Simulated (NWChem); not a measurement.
System: SiH₄O₃; SMILES O[SiH](O)O

The following NWChem deck was run.

```
start job
memory heap 200 mb stack 900 mb global 1100 mb
geometry units angstroms noautoz
  Si     0.078014    -0.005280     0.481311
  O     -1.347435     0.197018    -0.344444
  O      0.581544    -1.522466     0.066011
  O      1.254850     1.076008     0.074761
  H     -0.122963     0.191193     1.935265
  H     -1.866809     0.979584    -0.140267
  H     -0.109626    -2.108952    -0.255503
  H      1.677772     0.936128    -0.778436
end
basis spherical
  * library def2-svpd
end
dft
  xc b3lyp
  iterations 150
end
tddft
  cis
  nroots 6
  notriplet
end
task tddft energy
```

Structure relaxed at the PBE0/def2-SVP level.

Vertical excitations in the gas phase.

Problem. Predict the main results of this run. (B3LYP/def2-SVPD, TDA.) Quantities: lowest excitation, singlet (eV); oscillator strength of that lowest state; lowest state with f > 0.02, singlet (eV); oscillator strength of that bright state; orbital gap (eV).

Solution. 
```yaml
lowest excitation, singlet (eV): 7.73
oscillator_strength_of_that_lowest_state: 0.025
lowest state with f > 0.02, singlet (eV): 7.73
oscillator_strength_of_that_bright_state: 0.025
orbital gap (eV): 8.69
```
